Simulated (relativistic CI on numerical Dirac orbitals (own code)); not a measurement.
Crystal-field levels of Cr³⁺, 3d3

Calculated by Dirac-Coulomb-Breit CI, orbitals from a KLI potential per configuration, model QED (radiative potential, 1s self-energy scaled to tabulated hydrogen-like ionisation energies), valence Slater integrals scaled by 0.9, one configuration in a parametric crystal field (own radial code). With so little scaling, terms lie 10 to 35 % too far apart, which can change the order of excited levels.

Field parameters in Wybourne normalisation: Oh B⁴₀ = 21Dq, B⁴₄ = √(5/14) B⁴₀. The field is a parameter set, without covalency.

S and J are read from ⟨S²⟩ = S(S + 1) and ⟨J²⟩ = J(J + 1) of each level; they are not fictitious spins.

Oh, 10Dq = 4100 cm⁻¹, the lowest 10 levels:

```csv
E (cm⁻¹),Degeneracy,Irrep,S,J
0.0,4,Γ8,1.50,3.34
4018,2,Γ7,1.50,3.13
4081,4,Γ8,1.50,3.37
4152,4,Γ8,1.50,3.49
4188,2,Γ6,1.50,3.65
7026,2,Γ7,1.50,2.93
7055,4,Γ8,1.50,3.16
7346,4,Γ8,1.50,3.94
7513,2,Γ6,1.50,4.34
17720,4,Γ8,0.50,3.92
```

Oh, 10Dq = 7400 cm⁻¹, the lowest 16 levels:

```csv
E (cm⁻¹),Degeneracy,Irrep,S,J
0.0,4,Γ8,1.50,3.41
7309,2,Γ7,1.50,3.15
7369,4,Γ8,1.50,3.38
7451,4,Γ8,1.50,3.56
7478,2,Γ6,1.50,3.66
12425,2,Γ7,1.50,2.90
12443,4,Γ8,1.50,3.02
12713,4,Γ8,1.50,3.82
12873,2,Γ6,1.50,4.21
18196,4,Γ8,0.50,3.97
19069,4,Γ8,0.50,4.31
19209,2,Γ6,0.50,3.86
23165,2,Γ6,0.50,4.15
23676,2,Γ7,0.50,3.39
23731,4,Γ8,0.50,3.78
24971,2,Γ6,1.49,1.10
```

Oh, 10Dq = 10700 cm⁻¹, the lowest 10 levels:

```
E (cm⁻¹)  Degeneracy  Irrep     S     J
     0.0           4     Γ8  1.50  3.44
   10605           2     Γ7  1.50  3.16
   10663           4     Γ8  1.50  3.38
   10748           4     Γ8  1.50  3.60
   10773           2     Γ6  1.50  3.67
   17427           2     Γ7  1.50  2.86
   17439           4     Γ8  1.50  2.95
   17644           4     Γ8  1.48  3.67
   17799           2     Γ6  1.49  4.01
   18491           4     Γ8  0.51  3.98
```

The free-ion ground term has S = 3/2. Every field shown keeps that spin.

Levels of this model without a field, named by their leading LS term: 4F_3/2 0, 4F_5/2 223, 4F_7/2 524, 4F_9/2 894, 4P_1/2 15824, 4P_3/2 15938, 2G_7/2 16050, 4P_5/2 16217 cm⁻¹.
